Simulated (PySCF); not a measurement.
wB97X-V on Ca⁻ (calcium, charge -1), [Ar] 3d1 4s2, 2D determinant. All numbers are calculated (PySCF 2.14, the spin-free X2C one-electron Hamiltonian (Gaussian nucleus), in aug-cc-pVQZ-X2C (8s7p5d3f2g, 93 functions)).

```
cycle= 1 E= -680.330445329703  delta_E= -0.00248  |g|= 0.00743  |ddm|= 0.81
cycle= 2 E= -680.330742007128  delta_E= -0.000297  |g|= 0.00328  |ddm|= 0.124
cycle= 3 E= -680.330877844562  delta_E= -0.000136  |g|= 0.0019  |ddm|= 0.0824
cycle= 4 E= -680.330947491115  delta_E= -6.96e-05  |g|= 0.0011  |ddm|= 0.0626
cycle= 5 E= -680.330980320639  delta_E= -3.28e-05  |g|= 0.000285  |ddm|= 0.0663
cycle= 6 E= -680.330981443645  delta_E= -1.12e-06  |g|= 8.79e-05  |ddm|= 0.0135
cycle= 7 E= -680.330981497715  delta_E= -5.41e-08  |g|= 4.06e-05  |ddm|= 0.00237
cycle= 8 E= -680.330981506191  delta_E= -8.48e-09  |g|= 2.64e-05  |ddm|= 0.000666
cycle= 9 E= -680.330981511385  delta_E= -5.19e-09  |g|= 8.07e-06  |ddm|= 0.000592
cycle= 10 E= -680.330981512057  delta_E= -6.72e-10  |g|= 2.71e-06  |ddm|= 0.000192
converged SCF energy = -680.330981512057  <S^2> = 0.75035944  2S+1 = 2.0003594
```

Highest occupied orbital energy: 0.971 eV; ⟨L²⟩ = 6.00; populations by l: s 8.00, p 12.00, d 1.00, f 0.00.

(1) Can this result be used?

Results:

(1) With care. The run converged. The configuration of this anion was assumed by filling the next shell in order. It is not the known or likely ground configuration (Ca⁻, Sr⁻ and Ba⁻, for instance, bind a p electron), so these values are not the electron affinity of the element. At wB97X-V the highest occupied level has a positive energy, so only the finite basis holds that electron.
